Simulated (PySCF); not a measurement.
Computed shifts of a molecule C5H6F2, PySCF with PBE/pcSseg-1, GIAO, gas phase, equivalent atoms averaged, in ppm (number of nuclei): ¹³C: 155.1 (1), 153.1 (1), 132.3 (1), 118.7 (1), 18.1 (1). ¹⁹F: -144.4 (1), -181.8 (1). ¹H: 6.45 (1), 5.97 (1), 5.57 (1), 2.30 (3). References: ¹³C against TMS (σ = 182.0 ppm); ¹⁹F against CFCl3 (σ = 133.6 ppm); ¹H against TMS (σ = 31.49 ppm), references at their B3LYP-D3(BJ)/def2-TZVP geometries, non-relativistic. Geometry: ωB97X-D3(BJ)/def2-SVP. Other conformers were not sampled.

Problem. Which structure fits?
A. CCC(F)=C=CF
B. C=CC/C(F)=C/F
C. C=C/C(F)=C(\C)F
D. C[C@@H]1C=C(F)[C@@H]1F

Solution. C, C=C/C(F)=C(\C)F
